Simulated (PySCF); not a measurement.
**Mass spectrum arithmetic for Rh(PH3)4**

Species: `[PH3]->[Rh](<-[PH3])(<-[PH3])<-[PH3]` (Rh(PH3)4) [radical].

Calculated for natural abundance.

Q: Molar mass and exact mass?

A: For H12P4Rh, with standard atomic weights, 1 × 102.906 + 4 × 30.974 + 12 × 1.008 = 238.898 g/mol. From the most abundant isotopes (103Rh, 31P, 1H), 1 × 102.905504 + 4 × 30.973762 + 12 × 1.007825 = 238.8945 u.

Q: Give the isotope pattern of the singly charged cation M+, merging species of the same nominal mass.

A: 
```tsv
nominal mass	m/z (centroid)	relative intensity
239	238.8939	100.0
240	239.9002	0.1
```

Lines under 0.1 % of the tallest are left out. One electron mass, 0.00055 u, is taken off. Abundances used (%; other tables differ somewhat): 1H 99.9885, 2H 0.0115.

Q: Protons, neutrons, electrons, and exact less nominal mass of the monoisotopic species?

A: 117 protons, 122 neutrons and 117 electrons; 238.8945 − 239 = -0.1055 u.

Q: Give the mass fraction of each element.

A: Rh 43.08 %, P 51.86 %, H 5.06 %.

Q: Resolve the fine structure: one atom at a time replaced by a minor isotope.

A: Intensity in % of the monoisotopic species:

```json
{"isotope": "2H", "mass shift (u)": "+1.00628", "m/z": "239.9002", "intensity (%)": "0.14"}
```

Species under 0.02 % are left out.
